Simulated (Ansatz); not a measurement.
System: CH7OSi2 (charge 0, doublet). It need not be the lowest isomer of its formula. 
Geometry from a B3LYP-D3(BJ)/def2-TZVP (Ansatz, a quantum-chemistry and plane-wave program) optimisation:
```xyz
11

C     -2.2952    -0.8448     0.1004
Si    -1.0176     0.4525    -0.2836
O      0.4811    -0.1863    -0.0406
Si     2.0840     0.0783     0.1734
H     -2.1664    -1.7193    -0.5401
H     -2.2218    -1.1692     1.1400
H     -3.3011    -0.4498    -0.0621
H     -1.1244     0.8938    -1.6951
H     -1.1865     1.6357     0.5960
H      2.7021    -1.1991     0.6217
H      2.2902     1.1366     1.2045
```
Charge 0, spin multiplicity 2.

Wanted: atomisation energy (electronic, to ground-state atoms), in eV. Cores are frozen in the correlated levels unless marked. Open shells are spin-unrestricted. No spin-orbit coupling. Non-relativistic unless marked X2C. The coupled-cluster limit lacks core correlation, which all-electron functionals hold. Basis-set limits of correlation are two-point, X^-3; Hartree-Fock from the larger set.

| level | program | atomisation energy (eV) |
|---|---|---|
| HF/6-31G* | Ansatz | 29.10 |
| HF/cc-pV(D+d)Z | Ansatz | 28.95 |
| BHLYP/def2-TZVPD | Ansatz | 38.31 |
| HSE06-D3(BJ)/def2-TZVPD | Ansatz + dftd3 | 38.89 |

Q: Predict the CCSD(T)/CBS(cc-pV(T+d)Z,cc-pV(Q+d)Z) result (Ansatz).

A: 39.39 eV, so HSE06-D3(BJ)/def2-TZVPD differs from it by -0.50 eV.
